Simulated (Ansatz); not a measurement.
Ansatz (a program for electronic structure) input:

Ansatz 0.2 input:
```yaml
crystal:
  periodic: [false, false, false]
  atoms:
    - {symbol: C, position_ang: [2.03622935, -0.03807588, 1.00016607]}
    - {symbol: C, position_ang: [1.17959813, 0.86387104, 0.09609787]}
    - {symbol: C, position_ang: [0.63077491, 0.13528046, -1.08926433]}
    - {symbol: C, position_ang: [-0.61329492, -0.45100551, -1.24282031]}
    - {symbol: C, position_ang: [-1.68995228, -0.54570685, -0.37336581]}
    - {symbol: C, position_ang: [-1.78592879, -0.05116384, 1.03461403]}
    - {symbol: H, position_ang: [2.45656833, 0.53015140, 1.83269405]}
    - {symbol: H, position_ang: [1.44100944, -0.85641577, 1.40870870]}
    - {symbol: H, position_ang: [2.86215952, -0.47987471, 0.43948508]}
    - {symbol: H, position_ang: [0.38222437, 1.31391746, 0.68538074]}
    - {symbol: H, position_ang: [1.80445047, 1.68910951, -0.25935386]}
    - {symbol: H, position_ang: [1.31764968, 0.02216070, -1.92198364]}
    - {symbol: H, position_ang: [-0.77591638, -0.91874931, -2.21006148]}
    - {symbol: H, position_ang: [-2.57466259, -1.03322592, -0.76584746]}
    - {symbol: H, position_ang: [-0.89449711, -0.28357951, 1.61993828]}
    - {symbol: H, position_ang: [-1.92125757, 1.03598515, 1.07852959]}
    - {symbol: H, position_ang: [-2.64228666, -0.49867574, 1.53994486]}
basis:
  gaussian:
    orbitals: STO-3G
hamiltonian:
  xc: {name: PBE0}
magnetization: {spin_polarized: true, initial_magnetization: 1}
```

Problem. Predict the final energy.

Solution. -232.10509 Eh (PBE0/STO-3G). The basis has 41 functions.

It need not be the lowest isomer of its formula.
